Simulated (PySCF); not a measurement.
# Telling isomers of C9H14 apart by NMR

One averaged value for each set of equivalent atoms, a single conformation, no solvent, no relativistic terms. NMR shieldings at PBE0/pcSseg-1/GIAO; GFN2-xTB structure; PySCF 2.14.

δ = σ(ref) − σ, references computed at the same level: 1H, 13C vs TMS. Where no couplings were computed, multiplicities follow the n + 1 count of equivalent neighbours, and m marks all less simple cases (inequivalent or close neighbours, rings, F or P nearby). Shifts are as computed. Against solution values, carbons near 30 ppm lie about +3 ppm off and those near 130 ppm about +5 ppm. Of 1211 compounds with measured shifts, 218 miss one by over three times the rms of a fit or turn the order of signals round; such compounds aren't used in these exercises.

(1) Tabulate the signals of `C1CC1[C@]12CC[C@H](C1)C2`, `CC1=C(C)C(C)=C(C)C1` and their relative energies.

(2) What is the quickest way to tell C1CC1[C@]12CC[C@H](C1)C2 from CC1=C(C)C(C)=C(C)C1?

Answers

(1) 
| SMILES | carbon types | δC | δH | E rel. (kcal/mol) |
| --- | --- | --- | --- | --- |
| C1CC1[C@]12CC[C@H](C1)C2 | 1×C 2×CH 6×CH2 | 53.9, 40.1, 36.9, 34.9, 32.0, 16.6, 3.4 | 2.22 (m, 1H), 1.75 (m, 2H), 1.62 (m, 2H), 1.13 (m, 2H), 0.88 (m, 1H), 0.70 (m, 2H), 0.38 (m, 2H), 0.15 (m, 2H) | 26.6 |
| CC1=C(C)C(C)=C(C)C1 | 4×C 1×CH2 4×CH3 | 143.2, 140.4, 52.5, 15.9, 13.5 | 2.59 (s, 2H), 2.06 (s, 6H), 1.94 (s, 6H) | 0.0 |

Energies are electronic energies at PBE0/pcSseg-1 on these geometries, without zero-point or thermal terms, each for the one conformer computed, which needn't be the lowest.

(2) Count the carbon signals: 7 against 5. The first has a quaternary sp3 carbon in a ring (C) at 53.9 ppm, the second a fully substituted alkene carbon (C) at 143.2 ppm.
